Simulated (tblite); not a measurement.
Compound: C7H10OSi.
Cartesian coordinates in Å at the GFN2-xTB level; atoms count from 1:
```
atom  x, y, z in Å
C1    -1.8907    2.0429   -1.2063
C2    -1.1801    1.2386   -0.6764
C3    -0.2736    0.2874   -0.0566
C4    -0.8739   -1.1062   -0.0163
C5    -2.1689   -1.3554    0.0448
C6    -0.1369    0.5895    1.4159
O7     0.8691    0.4083    2.0425
C8     1.0879    0.2931   -0.7516
Si9    2.5388   -0.4226    0.2745
H10   -2.5159    2.7410   -1.6777
H11   -0.1438   -1.9018   -0.0128
H12   -2.5474   -2.3630    0.0724
H13   -2.9024   -0.5656    0.0452
H14   -1.0645    0.9421    1.8996
H15    1.3319    1.3236   -1.0170
H16    0.9902   -0.2510   -1.6916
H17    2.1633   -1.6210    1.0217
H18    3.2262    0.5989    1.0527
H19    3.4808   -0.8697   -0.7706
```

Level: GFN2-xTB in tblite, geometry and Hessian alike; calculated harmonic values, unscaled, isolated species. This tight-binding method is rough: wavenumbers can miss measured ones by several per cent, in bad cases by 10 to 20. Modes of hydrogen on silicon can be 10 to 20 % off. One conformer, not necessarily the lowest.

Harmonic wavenumbers (cm⁻¹): 54.5, 73.9, 100.1, 131.7, 149.5, 178.8, 250.0, 263.6, 299.5, 329.0, 396.9, 435.4, 478.2, 541.2, 567.2, 586.1, 627.0, 658.7, 670.2, 726.9, 749.5, 779.3, 824.7, 847.2, 870.8, 891.9, 898.1, 973.4, 1013.4, 1024.6, 1129.2, 1159.6, 1211.3, 1267.5, 1281.1, 1344.7, 1398.3, 1486.0, 1689.3, 1769.6, 2160.5, 2270.9, 2283.7, 2318.8, 2803.3, 2979.2, 2998.4, 3084.0, 3102.6, 3129.9, 3394.9.

A = 2068, B = 985.4, C = 915.6 MHz; mass 138.050 u (most abundant isotopes); point group C1, symmetry number 1.

**Question.** Zero-point energy?

**Answer.** ½Σν̃ = 30327 cm⁻¹ = 362.79 kJ/mol.

**Question.** Entropy at 298.15 K, 1 bar (ideal gas, RRHO, classical rotation)?

**Answer.** Translation 170.31, rotation 123.57, vibration 139.85: S = 433.7 J/(mol K).

**Question.** And Cp and H(298.15 K) − H(0)?

**Answer.** Cp = 184.36 J/(mol K), of which vibrations give 151.10 (their classical limit is 51 R = 424.0); H(298.15 K) − H(0) = 32.50 kJ/mol without the zero-point energy, 22.58 from vibrations.

**Question.** Which modes carry the vibrational entropy at 298.15 K?

**Answer.** 54.5 cm⁻¹: 19.44; 73.9 cm⁻¹: 16.93; 100.1 cm⁻¹: 14.44; 131.7 cm⁻¹: 12.22; 149.5 cm⁻¹: 11.21; 178.8 cm⁻¹: 9.79 J/(mol K); the other 45 give 55.81 together.

**Question.** What must be added to the electronic energy to get the Gibbs energy at 298.15 K and 1 bar?

**Answer.** ZPE + [H(298.15 K) − H(0)] − T·S = 362.79 + 32.50 − 129.32 = 265.97 kJ/mol.

**Question.** How do the functions run with temperature in this model?

**Answer.** 
```
 T (K)  S (J/(mol K))  Cp (J/(mol K))  H − H(0) (kJ/mol)  G − H(0) (kJ/mol)  ln q(vib)
    50          247.2            57.2               2.10             -10.25       0.46
   100          295.7            85.1               5.68             -23.88       1.75
373.15          478.7           216.4              47.56            -131.05      10.00
   500          548.3           259.9              77.90            -196.27      13.80
   750          665.8           318.5             150.79            -348.53      20.86
  1000          762.9           356.4             235.47            -527.47      27.25
```

q(vib) and H(0) count from the zero-point level.

Hindered rotation and anharmonicity are outside this model. Other conformers, if any are populated, would add a mixing term that is left out. The structure is chiral; the term R ln 2 for an equal mix with its mirror image is left out.
